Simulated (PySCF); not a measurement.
Compound: C3H7BO2.
Bonds: C1–C2 (double), C2–C3, C3–B4, B4–O5, B4–O6. Hydrogens: H7, H8 on C1; H9 on C2; H10, H11 on C3; H12 on O5; H13 on O6.

Level of theory: PySCF, PBE0-D3(BJ)/def2-SVP geometry optimisation, gas phase.

Q: What internal coordinates does the optimisation give?

A: 
```csv
bond,length (Å)
C1=C2,1.335
C2–C3,1.497
C3–B4,1.580
"B4–O5, B4–O6",1.365
C1–H7,1.095
C1–H8,1.093
C2–H9,1.098
"C3–H10, C3–H11",1.102
"O5–H12, O6–H13",0.962
```

Bonds in one row agree within 0.01 Å and their mean is given. A selection of angles:
```csv
angle,degrees
C2–C1–H7,121.5
C2–C1–H8,121.4
H7–C1–H8,117.2
C1–C2–C3,125.7
C1–C2–H9,118.6
C3–C2–H9,115.7
C2–C3–B4,109.8
C2–C3–H10,109.6
C2–C3–H11,110.8
B4–C3–H10,108.1
B4–C3–H11,110.2
H10–C3–H11,108.3
C3–B4–O5,117.8
O5–B4–O6,123.8
B4–O5–H12,115.4
```

Dihedral angles: C1–C2–C3–B4 -110° (anticlinal); C2–C3–B4–O5 -70° (synclinal); H12–O5–B4–C3 177° (antiperiplanar); H13–O6–B4–C3 -178° (antiperiplanar). The mirror-image conformer, all signs reversed, is as good.

O5 (boron-bound oxygen) is bent (angle 115.4°). Of the pairs four or more bonds apart, H12···H13 is among the closest relative to their van der Waals radii: 2.32 Å, 97 % of the sum of Bondi's values. The 2 C–C bonds span 1.335 Å (C1=C2, drawn double) to 1.497 Å (C2–C3, drawn single), a spread of 0.162 Å. B4 (three-coordinate boron) is planar (angles 123.8°, 118.4° and 117.8°, sum 360.0°, 0.01 Å off the plane of its three neighbours).

Point group: C1 (no symmetry element, even within 0.4 Å). PBE0-D3(BJ)/def2-SVP frequencies: not computed here. The numbers are those of one conformer (C1–C2–C3–B4 -110°, C2–C3–B4–O5 -70°, C3–B4–O5–H 177°, C3–B4–O6–H -178°).
